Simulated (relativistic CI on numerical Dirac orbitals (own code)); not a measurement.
# Sb11+: computed level list

Method of calculation: Dirac-Coulomb-Breit CI, KLI orbitals optimised for each configuration, a model potential for QED, unscaled Slater integrals (own radial code, finite nucleus).

Configurations in the expansion (outside the closed core [Ar] 3d10): 4s²4p⁶4d⁴, 4s²4p⁵4d⁵, 4s²4p⁶4d³4f, 4s²4p⁶4d³5s, 4s4p⁶4d⁵, 4s²4p⁶4d³5p, 4s²4p⁶4d²4f5s, 4s²4p⁶4d³5d, 4s²4p⁶4d²5s5p, 4s4p⁶4d⁴4f, 4s²4p⁶4d³6s, 4s²4p⁶4d²5s², 4s²4p⁶4d4f5s², 4s²4p⁶4d5s²5p, 4s²4p⁶4d5s²5d, 4p⁶4d⁶, 4p⁵4d⁷, 4s²4p⁶4d²5p², 4s²4p⁶4d4f5p², 4s²4p⁶4d5s5p², 4s²4p⁶4d5p³, 4s²4p⁶4d5p²5d. Double excitations out of closed p, d and f shells are left out; levels of such configurations are missing from the list, as are those of other unlisted configurations, and high levels can miss mixing partners.

The lowest level is 4s²4p⁶4d⁴ ⁵D0, with 83 % of that term; Hund's rules for 4s²4p⁶4d⁴ give ⁵D with J = 0, in agreement.

```csv
No.,Configuration,Term,J,E (cm⁻¹),%,Next component (%),Landé g
1,4s²4p⁶4d⁴,⁵D,0,0,83,16 ³P,
2,4s²4p⁶4d⁴,⁵D,1,3495,92,8 ³P,1.498
3,4s²4p⁶4d⁴,⁵D,2,7587,96,2 ³P,1.491
4,4s²4p⁶4d⁴,⁵D,3,11603,95,3 ³F,1.484
5,4s²4p⁶4d⁴,⁵D,4,15373,89,9 ³F,1.471
6,4s²4p⁶4d⁴,³P,0,31261,71,16 ⁵D,
7,4s²4p⁶4d⁴,³H,4,34796,62,16 ³G,0.919
8,4s²4p⁶4d⁴,³G,3,41149,59,36 ³F,0.894
9,4s²4p⁶4d⁴,³H,5,41292,81,19 ³G,1.065
10,4s²4p⁶4d⁴,³P,1,41525,87,7 ³D,1.433
11,4s²4p⁶4d⁴,³F,2,43093,85,9 ¹D,0.731
12,4s²4p⁶4d⁴,³H,6,44817,85,15 ¹I,1.141
13,4s²4p⁶4d⁴,³F,4,47471,39,29 ³H,1.077
14,4s²4p⁶4d⁴,³P,2,51123,62,34 ³D,1.357
15,4s²4p⁶4d⁴,³G,4,51344,45,29 ¹G,1.088
16,4s²4p⁶4d⁴,³F,3,53103,63,32 ³G,0.980
17,4s²4p⁶4d⁴,³D,3,57198,85,5 ³G,1.285
18,4s²4p⁶4d⁴,³G,5,57363,81,19 ³H,1.167
19,4s²4p⁶4d⁴,³D,2,60899,42,31 ³P,1.205
20,4s²4p⁶4d⁴,³D,1,62346,92,6 ³P,0.575
21,4s²4p⁶4d⁴,¹I,6,63062,85,15 ³H,1.024
22,4s²4p⁶4d⁴,¹G,4,69738,59,24 ³F,1.048
23,4s²4p⁶4d⁴,¹S,0,70772,83,17 ³P,
24,4s²4p⁶4d⁴,¹D,2,76574,57,16 ³P,1.064
25,4s²4p⁶4d⁴,¹F,3,80684,77,10 ³F,1.030
26,4s²4p⁶4d⁴,³P,2,90131,84,8 ¹D,1.400
27,4s²4p⁶4d⁴,³F,4,93409,87,11 ¹G,1.220
28,4s²4p⁶4d⁴,³F,2,95639,83,11 ¹D,0.747
29,4s²4p⁶4d⁴,³F,3,97247,85,14 ¹F,1.073
30,4s²4p⁶4d⁴,³P,1,98815,99,1 ³D,1.492
31,4s²4p⁶4d⁴,³P,0,103111,94,5 ¹S,
32,4s²4p⁶4d⁴,¹G,4,106880,89,9 ³F,1.023
33,4s²4p⁶4d⁴,¹D,2,134406,97,1 ³F,0.999
34,4s²4p⁶4d⁴,¹S,0,172295,97,2 ³P,
35,4p⁵4d⁵(6S),⁷P°,4,519209,96,4 ⁵D°,1.740
36,4p⁵4d⁵(6S),⁷P°,3,539417,78,20 ⁵P°,1.860
37,4p⁵4d⁵(4D),⁵P°,2,554905,48,41 ⁷P°,2.007
38,4p⁵4d⁵(4P),⁵D°,4,564050,55,27 ⁵F°,1.435
39,4p⁵4d⁵(4D),⁵P°,1,565047,90,4 ³P°,2.420
40,4p⁵4d⁵(4G),⁵G°,6,566952,76,19 ⁵H°,1.302
41,4p⁵4d⁵(4D),⁵D°,3,569127,35,33 ⁵F°,1.332
42,4p⁵4d⁵(4G),⁵G°,5,569141,61,20 ⁵F°,1.265
43,4p⁵4d⁵(4G),⁵G°,4,571548,64,10 ⁵H°,1.153
44,4p⁵4d⁵(4G),⁵F°,2,571877,41,17 ⁵G°,0.967
45,4p⁵4d⁵(4D),⁵F°,5,572470,68,18 ⁵G°,1.362
46,4p⁵4d⁵(4G),⁵F°,1,573231,63,25 4s²4p⁶4d³4f ⁵F°,0.105
47,4p⁵4d⁵(4G),⁵G°,3,574366,51,14 ³F°,1.067
48,4p⁵4d⁵(4G),⁵G°,2,576207,28,17 ³F°,1.057
49,4d³(4F)5s,⁵F,1,578489,94,6 ³D,0.032
50,4p⁵4d⁵(4F),⁵F°,4,579043,43,23 ⁵D°,1.351
51,4p⁵4d⁵(4G),⁵F°,2,579833,24,14 ⁵D°,1.241
52,4p⁵4d⁵(4G),⁵H°,7,579910,92,4 ³I°,1.278
53,4p⁵4d⁵(4G),⁵F°,3,580570,36,20 ⁵D°,1.295
54,4d³(4F)5s,⁵F,2,581496,91,5 ³D,0.995
55,4p⁵4d⁵(4D),⁵D°,1,582850,62,21 4s²4p⁶4d³4f ⁵D°,1.409
56,4p⁵4d⁵(4P),⁵S°,2,583009,38,19 ⁵D°,1.613
57,4p⁵4d⁵(4D),⁵D°,0,583730,66,26 4s²4p⁶4d³4f ⁵D°,
58,4d³(4F)5s,⁵F,3,586494,94,3 ³F,1.244
59,4p⁵4d⁵(6S),⁷P°,2,587627,42,21 ⁵P°,1.859
60,4p⁵4d⁵(2F),³F°,4,588802,49,13 ¹G°,1.152
61,4p⁵4d⁵(4D),⁵P°,3,589667,52,13 ⁷P°,1.625
62,4d³(4F)5s,⁵F,4,592042,94,4 ³G,1.336
63,4p⁵4d⁵(4G),⁵H°,6,592213,53,27 ³H°,1.206
64,4p⁵4d⁵(2F),³F°,4,595140,29,28 ³H°,1.065
65,4p⁵4d⁵(4G),³H°,5,596323,42,28 ⁵H°,1.068
66,4d³(4F)5s,³F,2,596501,86,6 ⁵F,0.724
67,4p⁵4d⁵(2F),³F°,3,596711,31,25 ³D°,1.239
68,4d³(4F)5s,⁵F,5,597360,88,11 ³G,1.374
69,4p⁵4d⁵(2D),³P°,1,597719,49,28 ³D°,1.185
70,4p⁵4d⁵(2F),³G°,5,598134,29,23 ⁵F°,1.188
```

Energies count from the lowest computed level; ° marks odd parity. Percentages are summed over parent terms; the parents shown are those of the largest component, closed shells are left out there.

The mean weight of the leading LS term, summed over parents, in these 70 levels is 69 %, and that of the leading jj configuration (from the same eigenvectors) 53 %, so LS coupling describes them better.

At this charge energies of transitions that change n are usually good to better than 1 %, and those within a shell (Δn = 0) to a few per cent. Terms inside the open d or f shell come out 10 to 20 % too wide with unscaled integrals. Levels and lines within the n = 5 or 6 shells can be off by up to 10 % or somewhat more, and those that change n by about 2 %, since core polarisation is missing.

Landé's interval rule says that E(J) − E(J−1) = AJ with one A. For the ground term the intervals give A = 3494.8, 2046.2, 1338.7, 942.5 cm⁻¹ for J = 1, 2, 3, 4; the multiplet is regular.

LS names give the leading component of a level, which can be under half, so a name can repeat, a term be missing and a line seem to break the LS rules.
